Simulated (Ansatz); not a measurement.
C3H2F4, SMILES `F/C=C(/F)C(F)F`. The species carries charge 0 and has multiplicity 1. Geometry: relaxed with PBE0-D4/def2-TZVP. It is one conformer, not always the lowest.

```xyz
9

F    -1.412   -1.312   -0.803
C    -1.399   -0.185   -0.094
C    -0.262    0.395    0.253
F    -0.292    1.522    0.962
C     1.102   -0.101   -0.082
F     1.776    0.835   -0.791
F     1.806   -0.326    1.053
H    -2.379    0.198    0.164
H     1.060   -1.025   -0.663
```

What is the dipole moment at PBE/def2-TZVPP? (Estimate.)

Computed: 1.98 D, with components (-1.76, -0.79, -0.47) D in this frame, pointing from negative to positive charge.

And with r2SCAN, B3LYP, ωB97M-V? (An estimate is asked.)

Ansatz gave: r2SCAN 2.07 D, B3LYP 2.15 D, ωB97M-V 2.14 D.

Give the Mulliken charges with PBE, B3LYP, ωB97M-V in def2-TZVPP. (Best estimate.)

Computed: 
```csv
atom,PBE,B3LYP,ωB97M-V
F1,-0.15,-0.19,-0.18
C2,0.07,0.10,0.10
C3,0.13,0.16,0.14
F4,-0.14,-0.19,-0.18
C5,0.22,0.30,0.27
F6,-0.15,-0.20,-0.18
F7,-0.15,-0.20,-0.18
H8,0.10,0.13,0.12
H9,0.07,0.09,0.10
```

B3LYP here is the variant with VWN-RPA as its local correlation; programs differ in this.
